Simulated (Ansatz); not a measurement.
Stepwise reaction of `NB(N)S` with hydrogen chloride, as a gas-phase model of exchange steps in deposition or etching. ΔE in kJ/mol; ΔG adds harmonic PBE0-D4 terms to CCSD(T)/CBS, at 1 bar.

Program: Ansatz. Geometries: PBE0-D4/def2-TZVP. ΔE: electronic, gas phase. CBS: MP2 limit from def2 TZ/QZ plus the TZ coupled-cluster correction, frozen cores. This one scheme is used for every species. DFT in def2-TZVPP. B3LYP here is the variant with VWN-RPA as its local correlation; programs differ in this. One conformer a species, not always the lowest.

```
step                            reaction  PBE-D4  B3LYP-D4  ωB97M-V  CCSD(T)/CBS  ΔG(600 K)
   1    `NB(N)S` + HCl → `NB(S)Cl` + NH₃    -7.2      -1.7     -2.3         -3.4        6.0
   2  `NB(S)Cl` + HCl → `SB(Cl)Cl` + NH₃    25.4      32.6     32.5         30.7       31.7
```

(1) By hand: ΔE of the 2 steps together at CCSD(T)/CBS.

Answers

(1) (-3.4) + (30.7) = 27.3 kJ/mol, or 13.7 kJ/mol a step.

In ΔE each step is higher than the one before. ΔG lies between 6.0 and 31.7 kJ/mol a step. PBE-D4 differs from CCSD(T)/CBS by -5.3 to -3.8 kJ/mol a step. Isolated molecules leave out the surface, adducts and barriers. Largest T1 diagnostic: 0.012.
